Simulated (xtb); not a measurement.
Al(F)(Br)(OMe) (CH₃AlBrFO), SMILES C[O][Al]([F])[Br]. All values are semi-empirical tight-binding results from xtb (GFN2-xTB unless named), good for trends rather than for accurate numbers. Geometry: GFN2-xTB. The values are those of a single conformer.

For metal compounds this method's bond lengths and energies can be far off.

Q: Estimate the properties. (The exact figures need the calculation; the answer reports its results.)

A: 
The orbital gap is 4.15 eV, the zero-point energy comes out as 27.9 kcal/mol and the G − E(el) at 298.15 K (modified RRHO) is 6.2 kcal/mol.
